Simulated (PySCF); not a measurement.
What settings do to a single point of Pb2Cl8

The sound run of Pb2Cl8 (singlet) uses PySCF 2.14.0, RKS PBE0, Pb def2-SVP with ECP60, Cl def2-SVP; non-relativistic Hamiltonian with scalar-relativistic core potentials where named; density fitting; no spin-orbit coupling, grid (50, 194), threshold 1e-8 Eh and 55 cycles, at the relaxed geometry:

```xyz
10

Pb    0.0000   -0.0196    2.0877
Pb    0.0000   -0.0196   -2.0877
Cl    1.6478   -0.1515    0.0000
Cl   -1.6478   -0.1515    0.0000
Cl    0.0000    2.3670    2.4247
Cl   -1.8500   -1.0980    3.2289
Cl    1.8500   -1.0980    3.2289
Cl    0.0000    2.3670   -2.4247
Cl   -1.8500   -1.0980   -3.2289
Cl    1.8500   -1.0980   -3.2289
```

There Pb1 has a Mulliken charge of 0.88 e and the dipole about the centre of mass is 0.03 D. Each run below changes one thing and starts from free metal ions and neutral atoms unless it says otherwise; with 55 cycles, smearing, a level shift and second-order steps follow where DIIS fails, and their cycles count. Energy shifts count from the sound run.

```
       change        outcome  cycles  energy shift (eV)  largest force component (eV/Å)  charge on Pb1 (e)  dipole about the centre of mass (D)
cycle limit 3  not converged       3                  –                               –                  –                                    –
```

(1) One further run converged with energy shift (eV) 12.72, largest force component (eV/Å) 1.69, charge on Pb1 (e) 0.86, dipole about the centre of mass (D) 0.32. Which change was it?
A. grid (15, 26)
B. threshold 0.0001
C. start from a density of up to 30 smeared cycles (not counted)

(2) And the other changes listed?

Unsound on purpose, so not properties of the compound: grid (15, 26).

Forces carry noise of the integration grid, about 0.01 to 0.03 eV/Å.

A frequency check found unstable modes (1, the lowest at -20 cm⁻¹), so the relaxed geometry is a saddle point, or these are noise.

## Answers

(1) A.

(2) 
```tsv
change	outcome	cycles	energy shift (eV)	largest force component (eV/Å)	charge on Pb1 (e)	dipole about the centre of mass (D)
start from a density of up to 30 smeared cycles (not counted)	converged	8	0.0000	0.00	0.88	0.03
threshold 0.0001	converged	7	0.0000	0.01	0.88	0.00
```
